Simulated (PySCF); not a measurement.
Isomers of C6H7F, one GFN2-xTB conformer each. Single-point energies are computed at PBE0/pcSseg-1 (PySCF, gas phase, no added dispersion term), electronic only.

| SMILES | GFN2-xTB relative energy (kcal/mol) |
| --- | --- |
| C#C[C@@H]1CC[C@@H]1F | 32.8 |
| CC1=C(F)CC=C1 | 0.0 |
| C=C/C=C/C(=C)F | 30.2 |
| C=C(F)C#CCC | 35.7 |
| C=CC(=C)C(=C)F | 35.5 |
| C=C[C@]1(F)CC1=C | 42.6 |
| FC1=CC[C@@H]2C[C@H]12 | 3.6 |

Conformers: `[CH:1]#[C:2][C@@H:3]1[CH2:4][CH2:5][C@@H:6]1[F:7]` with C2–C3–C4–C5 -103°, C3–C4–C5–C6 -13°, C4–C5–C6–F7 132°, C2–C3–C6–C5 102°; `[CH2:1]=[CH:2]/[CH:3]=[CH:4]/[C:5](=[CH2:6])[F:7]` with C1–C2–C3–C4 180°, C3–C4–C5–C6 180°; `[CH2:1]=[CH:2][C:3](=[CH2:4])[C:5](=[CH2:6])[F:7]` with C1–C2–C3–C4 153°, C2–C3–C5–C6 -31°; `[CH2:1]=[CH:2][C@:3]1([F:4])[CH2:5][C:6]1=[CH2:7]` with C1–C2–C3–F4 -1°.

Task: What does PBE0/pcSseg-1 give for the same structures?

Result: 
| SMILES | PBE0/pcSseg-1 E (Eh) | PBE0/pcSseg-1 (kcal/mol) | GFN2-xTB (kcal/mol) | point group |
| --- | --- | --- | --- | --- |
| CC1=C(F)CC=C1 | -332.24387 | 0.0 | 0.0 | Cs |
| FC1=CC[C@@H]2C[C@H]12 | -332.22833 | 9.8 | 3.6 | C1 |
| C=C/C=C/C(=C)F | -332.21765 | 16.5 | 30.2 | Cs |
| C=CC(=C)C(=C)F | -332.20535 | 24.2 | 35.5 | C1 |
| C=C(F)C#CCC | -332.18823 | 34.9 | 35.7 | Cs |
| C=C[C@]1(F)CC1=C | -332.17801 | 41.3 | 42.6 | C1 |
| C#C[C@@H]1CC[C@@H]1F | -332.17658 | 42.2 | 32.8 | C1 |

Both levels put the same isomer lowest; measured from each level's own lowest isomer, the values differ by up to 13.7 kcal/mol (C=C/C=C/C(=C)F: 30.2 against 16.5). As drawn, the lowest has a C=C bond outside aromatic rings, which the highest lacks; the highest has a four-membered ring and a C≡C bond, which the lowest lacks. Neighbours under 2.5 kcal/mol apart (C=C[C@]1(F)CC1=C and C#C[C@@H]1CC[C@@H]1F) can change places with a better method, another conformer or zero-point energy.

Task: Which frontier levels, dipoles and rotational constants go with these structures?

Result: 
| SMILES | HOMO (eV, PBE0/pcSseg-1) | LUMO (eV) | dipole (D) | A, B, C (MHz) |
| --- | --- | --- | --- | --- |
| CC1=C(F)CC=C1 | -6.14 | -0.40 | 1.17 | 3588, 3105, 1700 |
| FC1=CC[C@@H]2C[C@H]12 | -6.67 | 0.63 | 1.88 | 4824, 2683, 1952 |
| C=C/C=C/C(=C)F | -6.49 | -1.63 | 1.51 | 8664, 1191, 1047 |
| C=CC(=C)C(=C)F | -6.78 | -1.25 | 1.53 | 3794, 2383, 1593 |
| C=C(F)C#CCC | -6.96 | -0.71 | 2.53 | 7346, 1099, 967.5 |
| C=C[C@]1(F)CC1=C | -7.24 | -0.49 | 1.76 | 4601, 1946, 1801 |
| C#C[C@@H]1CC[C@@H]1F | -7.69 | 0.75 | 2.07 | 3840, 2561, 1812 |
